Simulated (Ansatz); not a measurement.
CH₇OSbSi, SMILES `C[O][SbH][SiH3]`, relaxed with RKS PBE0-D4/def2-TZVP in Ansatz from a PBE-D4/def2-SVP geometry. The force threshold is 0.005 eV/Å; the program also tests the step.

The species carries charge 0 and has multiplicity 1. Sb takes the def2 core potential.

Start:

```xyz
11

C    -0.821    1.645    1.203
O    -0.035    1.107    0.167
Sb    1.283   -0.378    0.673
Si    0.739   -1.451   -1.639
H    -1.544    0.908    1.637
H    -0.226    2.064    2.054
H    -1.417    2.482    0.776
H     0.096   -1.433    1.420
H    -0.744   -1.647   -1.783
H     1.231   -0.522   -2.715
H     1.438   -2.778   -1.792
```

```csv
step,energy (eV),largest force (eV/Å),largest move (Å)
1,-17607.9685,0.954,0.000
2,-17608.0301,0.411,0.121
3,-17608.0455,0.097,0.043
4,-17608.0481,0.036,0.024
5,-17608.0486,0.018,0.012
6,-17608.0500,0.057,0.051
7,-17608.0507,0.074,0.044
8,-17608.0512,0.077,0.038
9,-17608.0517,0.084,0.026
10,-17608.0522,0.082,0.035
11,-17608.0524,0.051,0.024
12,-17608.0527,0.036,0.023
13,-17608.0528,0.033,0.015
14,-17608.0529,0.022,0.007
15,-17608.0529,0.011,0.011
16,-17608.0529,0.011,0.010
17,-17608.0529,0.006,0.013
18,-17608.0529,0.004,0.005
```

End:

```xyz
11

C    -0.837    1.691    1.279
O    -0.290    0.983    0.196
Sb    1.113   -0.353    0.610
Si    0.777   -1.461   -1.695
H    -1.446    1.046    1.928
H    -0.070    2.174    1.902
H    -1.484    2.475    0.876
H     0.050   -1.511    1.320
H    -0.667   -1.656   -1.978
H     1.385   -0.608   -2.749
H     1.471   -2.778   -1.690
```

It took 68 s on 4 threads of an Arm Neoverse V1 on a shared host, with 0.5 GiB of host memory at the peak.
